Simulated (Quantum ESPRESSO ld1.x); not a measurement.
Results of a calculation; reference values are marked as such.
These are the eigenvalues of the occupied orbitals of an atom or ion with whole-number occupations (hartree). Level of theory: non-relativistic Kohn-Sham, LDA (Slater exchange, VWN5 correlation), spin-polarised, spherical densities, point nucleus (ld1.x of Quantum ESPRESSO 7.5).

| orbital | eigenvalue |
|---|---|
| 1s up | -2901.07 |
| 1s down | -2901.07 |
| 2s up | -488.839 |
| 2s down | -488.839 |
| 2p up | -470.874 |
| 2p down | -470.873 |
| 3s up | -116.523 |
| 3s down | -116.522 |
| 3p up | -107.946 |
| 3p down | -107.946 |
| 3d up | -91.8857 |
| 3d down | -91.8853 |
| 4s up | -25.7493 |
| 4s down | -25.7486 |
| 4p up | -21.9866 |
| 4p down | -21.9858 |
| 4d up | -15.0261 |
| 4d down | -15.0253 |
| 4f up | -5.58861 |
| 4f down | -5.58775 |
| 5s up | -4.20358 |
| 5s down | -4.20158 |
| 5p up | -2.93867 |
| 5p down | -2.93625 |
| 5d up | -0.90143 |
| 5d down | -0.89499 |
| 6s up | -0.36963 |
| 6s down | -0.33514 |
| 6p up | -0.15488 |

Which element is it, and in what charge state? The configuration may be excited. Open shells, if any, are filled with parallel spins first.

Answer. Z = 82, lead, charge 0: Pb in [Hg] 6p2. The list shows which subshells hold electrons but not how many an open one holds; the 1s level, -2901.1 hartree, gives Z - s = 76.2 by -(Z - s)^2/2, which with screening narrows Z to a few neighbours, and the depths of the outer levels then fix element, charge and occupations together.
